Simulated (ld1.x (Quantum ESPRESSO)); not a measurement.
What one change does to a pseudopotential (Cr, TM)

| Quantity | Value |
| --- | --- |
| Element | Cr |
| Generator | ld1.x (Quantum ESPRESSO) 7.5 |
| Type | norm-conserving Troullier–Martins (Kleinman–Bylander form) |
| Functional | PBEsol |
| Relativity | scalar-relativistic |
| Frozen core | [Ne] |
| Valence charge | 14 |
| Reference configuration | 3s2 3p6 3d5 4s1 4p0 |
| Partial waves | 3p (bound): rc 1.55 bohr; 3d (bound): rc 2.20 bohr; 4f channel at 0.05 Ry: rc 1.90 bohr; 3s (bound): rc 0.95 bohr |
| Local potential | the s channel |
| Core correction | none |

Occupied shells without a wave of their own: 4s. They enter only through the test configuration that unscreens the potential.

Change: all radii scaled by about 0.85 (s 0.82, p 1.32, d 1.88, f 1.62 bohr).

Cutoffs: the cutoffs (Ry, on a coarse ladder) from which the occupation-weighted sum of valence levels, in a spherical-Bessel basis at the reference potential, stays within 10 and 1 mRy of its value at 400 Ry; they do not see the model core or the augmentation charge, which bear on the density cutoff. Errors are all-electron minus pseudo energies relative to the spin-unpolarised reference configuration.

**Question.** Predict the effect on cutoff, ghosts and configuration errors.

**Answer.** The potential gets harder (140 Ry and 260 Ry → 160 Ry and 300 Ry); of the 7 tests that both files solve, the error grows in 0 and shrinks in 7 by more than 15 % and 0.3 meV (median size 59.0 → 33.7 meV); neither file shows a bound ghost. A smaller radius makes the pseudo-wave follow the all-electron one further in, where it bends more sharply, so more plane waves are needed. Less of the atom is replaced, so other configurations are described better.

```tsv
quantity	base	changed
cutoff, loose	140 Ry	160 Ry
cutoff, tight	260 Ry	300 Ry
loose cutoff by channel (10 mRy a level)	p 45 Ry, d 45 Ry, s 140 Ry	p 45 Ry, d 60 Ry, s 140 Ry
bound ghosts	none	none
error for 3s2 3p6 3d5 4s0 4p0, meV [ΔE 6.87 eV]	-53	-34
error for 3s2 3p6 3d4 4s0 4p0, meV [ΔE 22.89 eV]	-111	-69
error for 3s2 3p6 3d3 4s0 4p0, meV [ΔE 53.59 eV]	+59	-16
error for 3s2 3p6 3d4 4s1 4p0, meV [ΔE 8.01 eV]	+20	+6.1
error for 3s1 3p6 3d5 4s1 4p0, meV [ΔE 80.04 eV]	-381	-181
error for 3s2 3p6 3d5 4s0 4p1, meV [ΔE 3.14 eV]	-41	-23
error for 3s2 3p6 3d4 4s2 4p0, meV [ΔE -0.09 eV]	+104	+54
```

Base: The 4s level has no wave, so the channel is fitted at the deeper level alone: the likely source of the large errors.
